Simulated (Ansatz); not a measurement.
PBE exchange is replaced step by step with exact exchange (0 % is PBE, 25 % PBE0; no dispersion term), basis def2-TZVPD, Ansatz. System: HgO2⁻. The state is a doublet with charge -1. Geometry: PBE-D4/def2-TZVPD, each spin state at its own.

Geometry of the doublet:

```xyz
3

Hg    0.000    0.000    0.000
O     0.475   -1.859    0.246
O    -0.475    1.858   -0.246
```

In the def2 sets Hg takes a core potential; there is no spin–orbit coupling. At PBE-D4/def2-TZVPD the highest occupied level of the charge -1 doublet lies above zero (up to 0.14 eV). By energy differences its removal costs 3.06 eV (vertical, to the charge 0 triplet, at PBE-D4/def2-TZVPD); a positive level beside a positive removal energy at the same level points to self-interaction error. At PBE-D4/def2-TZVPD, PBE with 5 % exact exchange/def2-TZVPD, PBE with 10 % exact exchange/def2-TZVPD, PBE with 15 % exact exchange/def2-TZVPD the highest occupied level of the charge -1 quartet lies above zero (up to 0.60 eV). It is a level of α spin, whose loss leaves a triplet; that state wasn't run at this geometry and level. The electron is either unbound and held by the finite basis, or the level is raised by self-interaction error. At PBE with 35 % exact exchange/def2-TZVPD the charge -1 doublet is spin-contaminated (final ⟨S²⟩ up to 0.83, 0.75 for a pure state). The structure comes from a short search, and lower isomers may exist.

HOMO and LUMO are taken over both spins.

```json
{"exact exchange (%)": "0", "HOMO (eV)": "0.14", "LUMO (eV)": "0.39", "gap (eV)": "0.24", "⟨S²⟩": "0.763", "quartet − doublet (kJ/mol)": "242.8"}
{"exact exchange (%)": "5", "HOMO (eV)": "-0.15", "LUMO (eV)": "0.59", "gap (eV)": "0.74", "⟨S²⟩": "0.768", "quartet − doublet (kJ/mol)": "231.1"}
{"exact exchange (%)": "10", "HOMO (eV)": "-0.45", "LUMO (eV)": "0.80", "gap (eV)": "1.25", "⟨S²⟩": "0.775", "quartet − doublet (kJ/mol)": "218.2"}
{"exact exchange (%)": "15", "HOMO (eV)": "-0.76", "LUMO (eV)": "1.01", "gap (eV)": "1.77", "⟨S²⟩": "0.783", "quartet − doublet (kJ/mol)": "205.0"}
{"exact exchange (%)": "25", "HOMO (eV)": "-0.91", "LUMO (eV)": "1.44", "gap (eV)": "2.35", "⟨S²⟩": "0.804", "quartet − doublet (kJ/mol)": "178.7"}
{"exact exchange (%)": "50", "HOMO (eV)": "-1.91", "LUMO (eV)": "2.82", "gap (eV)": "4.72", "⟨S²⟩": "0.771", "quartet − doublet (kJ/mol)": "126.4"}
```

**Question.** Fit a straight line to the column «quartet − doublet (kJ/mol)» against the share of exact exchange and predict its value at 35 %.

**Answer.** With x = exact exchange (%) and y = quartet − doublet (kJ/mol): mean x = 17.5, mean y = 200.4; Σ(x − x̄)(y − ȳ) = -3838, Σ(x − x̄)² = 1638; slope b = -2.343, intercept a = ȳ − b·x̄ = 241.4. The residuals of the fitted rows reach 4.1. At x = 35 the line gives 241.4 + (-2.343 × 35) = 159.4; the run gave 153.2, 6.2 less than the line.
